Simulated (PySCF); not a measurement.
Cl2Mg, SMILES [Cl][Mg-][Cl], charge -1, multiplicity 2.

The structure is a stationary point at PBE-D3(BJ)/def2-TZVPD.

Computed with PBE-D3(BJ)/def2-TZVPD in PySCF 2.14.0.

Frequencies are harmonic and unscaled.

Problem. Give all harmonic wavenumbers and intensities. (An estimate is asked for; the answer gives what the named calculation found.)

Solution. 
```json
[
 {"mode": "1", "ν (cm⁻¹)": "101", "IR (km/mol)": "1.7", "moving atoms (share of kinetic energy)": "Cl 73 %, Mg 27 %"},
 {"mode": "2", "ν (cm⁻¹)": "303", "IR (km/mol)": "52.0", "moving atoms (share of kinetic energy)": "Cl 53 %, Mg 47 %"},
 {"mode": "3", "ν (cm⁻¹)": "389", "IR (km/mol)": "96.6", "moving atoms (share of kinetic energy)": "Mg 69 %, Cl 31 %"}
]
```
